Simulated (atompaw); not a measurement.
## What one change does to a pseudopotential (holmium (Ho), PAW (atompaw))

```json
{
 "Element": "Ho (Z = 67)",
 "Generator": "atompaw 4.2.0.5",
 "Type": "PAW",
 "Functional": "PBE",
 "Relativity": "scalar-relativistic",
 "Frozen core": "[Kr] 4d10 4f10",
 "Valence charge": "11",
 "Reference configuration": "5s2 5p6 5d1 6s2 6p0",
 "Partial waves": "5s (bound): rc 2.25 bohr; 6s (bound): rc 3.00 bohr; 5p (bound): rc 2.30 bohr; 6p (bound, empty): rc 2.40 bohr; 5d (bound): rc 3.00 bohr; 5d channel at 0.85 Ry: rc 3.00 bohr",
 "Local potential": "bessel scheme, radius 2.75 bohr",
 "Core correction": "smooth core density matched at 1.90 bohr",
 "Augmentation charge": "besselshape compensation charge, radius 2.35 bohr; PAW radius 3.00 bohr; waves and projectors: custom polynom vanderbiltortho"
}
```

Change: waves 5s (bound); 6s (bound); 5p (bound); 6p (bound); 5d (bound); 5d channel at 0.85 Ry; augmentation besselshape compensation charge, radius 2.35 bohr; PAW radius 3.00 bohr; waves and projectors: bloechl.

Cutoffs: the cutoffs (Ry, on a coarse ladder) from which the occupation-weighted sum of valence levels, in a spherical-Bessel basis at the reference potential, stays within 10 and 1 mRy of its value at 400 Ry; they do not see the model core or the augmentation charge, which bear on the density cutoff.

What does the change do?

The potential gets harder (15 Ry and 25 Ry → 21 Ry and 25 Ry); the range in which the d phases agree widens (upper end 2.3 → at the end of the scan); neither file shows a bound ghost.

```csv
quantity,base,changed
"cutoff, loose",15 Ry,21 Ry
"cutoff, tight",25 Ry,25 Ry
loose cutoff by channel (10 mRy a level),"s 10 Ry, p 12 Ry, d 8 Ry","s 12 Ry, p 15 Ry, d 12 Ry"
bound ghosts,none,none
s: phases at 3.01 bohr within 0.05 rad from the reference energy up to (Ry; the scan ends near 5),3.8,4.0
p: phases at 3.01 bohr within 0.05 rad from the reference energy up to (Ry; the scan ends near 5),4.9,to the end of the scan
d: phases at 3.01 bohr within 0.05 rad from the reference energy up to (Ry; the scan ends near 5),2.3,to the end of the scan
lowest overlap eigenvalue by channel,"s 0.54, p 0.93, d 0.94","s 0.52, p 0.65, d 0.93"
```

 The cutoffs see the waves, projectors and local potential, not the compensation charge or the core.
